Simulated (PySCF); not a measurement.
lithium hydride (HLi), singlet, geometry from GFN2-xTB (such geometries of metal compounds can be far from the true shape); B3LYP/6-31G* in PySCF.

PySCF was given this input:
```python
from pyscf import gto, scf, dft

mol = gto.M(
    atom='''
Li   -0.000000   -0.000000   -0.343562
H     0.000000    0.000000    1.030685
''',
    basis='6-31g*',
    charge=0,
    spin=0,
    verbose=4,
)

mf = dft.RKS(mol)
mf.xc = 'b3lyp'
mf.grids.atom_grid = (99, 590)
mf.kernel()
```

**Question.** Predict the main parts of the log of this PySCF run.

**Answer.** 
```
PySCF version 2.14.0

[INPUT] verbose = 4
[INPUT] num. atoms = 2
[INPUT] num. electrons = 4
[INPUT] charge = 0
[INPUT] spin (= nelec alpha-beta = 2S) = 0
[INPUT] symmetry False subgroup None
[INPUT] Mole.unit = angstrom
[INPUT] Symbol           X                Y                Z      unit          X                Y                Z       unit  Magmom
[INPUT]  1 Li     0.000000000000   0.000000000000  -0.343562000000 AA    0.000000000000   0.000000000000  -0.649238086808 Bohr   0.0
[INPUT]  2 H      0.000000000000   0.000000000000   1.030685000000 AA    0.000000000000   0.000000000000   1.947712370697 Bohr   0.0

nuclear repulsion = 1.15520109031346
number of shells = 8
number of NR pGTOs = 31
number of NR cGTOs = 16
basis = 6-31g*
ecp = {}

******** <class 'pyscf.dft.rks.RKS'> ********
method = RKS
initial guess = minao
damping factor = 0
level_shift factor = 0
DIIS = <class 'pyscf.scf.diis.CDIIS'>
diis_start_cycle = 1
diis_space = 8
diis_damp = 0
SCF conv_tol = 1e-09
SCF conv_tol_grad = None
SCF max_cycles = 50
direct_scf = True
direct_scf_tol = 1e-13
XC library pyscf.dft.libxc version 7.1.2
    S. Lehtola, C. Steigemann, M. J. T. Oliveira, and M. A. L. Marques,  SoftwareX 7, 1–5 (2018)
XC functionals = b3lyp
    P. J. Stephens, F. J. Devlin, C. F. Chabalowski, and M. J. Frisch,  J. Phys. Chem. 98, 11623 (1994)
radial grids:
    Treutler-Ahlrichs [JCP 102, 346 (1995); DOI:10.1063/1.469408] (M4) radial grids

becke partition: Becke, JCP 88, 2547 (1988); DOI:10.1063/1.454033
pruning grids: <function nwchem_prune>
grids dens level: 3
symmetrized grids: False
atomic radii adjust function: <function treutler_atomic_radii_adjust>
User specified grid scheme (99, 590)
small_rho_cutoff = 0
Set gradient conv threshold to 3.16228e-05
Initial guess from minao.
tot grids = 63592
init E= -7.94910978482138
  HOMO = -0.310479602644981  LUMO = -0.073945466291103  gap/eV = 6.43642
cycle= 1 E= -8.05202835975151  delta_E= -0.103  |g|= 0.187  |ddm|= 0.875
  HOMO = -0.143826373568696  LUMO = -0.0311437950417501  gap/eV = 3.06625
cycle= 2 E= -8.06407019750598  delta_E= -0.012  |g|= 0.108  |ddm|= 0.532
  HOMO = -0.207001862614815  LUMO = -0.0416635227144257  gap/eV = 4.49909
cycle= 3 E= -8.07229245241977  delta_E= -0.00822  |g|= 0.00703  |ddm|= 0.22
  HOMO = -0.202392790775863  LUMO = -0.039289358101227  gap/eV = 4.43827
cycle= 4 E= -8.07232522881775  delta_E= -3.28e-05  |g|= 0.000217  |ddm|= 0.0156
  HOMO = -0.202354104234219  LUMO = -0.0391438769213217  gap/eV = 4.44118
cycle= 5 E= -8.07232533817318  delta_E= -1.09e-07  |g|= 3e-05  |ddm|= 0.00111
  HOMO = -0.202339049613502  LUMO = -0.0391226932991546  gap/eV = 4.44134
cycle= 6 E= -8.07232533984284  delta_E= -1.67e-09  |g|= 2.75e-06  |ddm|= 0.000143
  HOMO = -0.202337304770349  LUMO = -0.0391223358493895  gap/eV = 4.44131
cycle= 7 E= -8.0723253398468  delta_E= -3.95e-12  |g|= 1.93e-08  |ddm|= 5.99e-06
  HOMO = -0.202337298205228  LUMO = -0.039122341481405  gap/eV = 4.44131
Extra cycle  E= -8.0723253398468  delta_E= -7.11e-15  |g|= 9.86e-09  |ddm|= 8.15e-08
converged SCF energy = -8.0723253398468
```
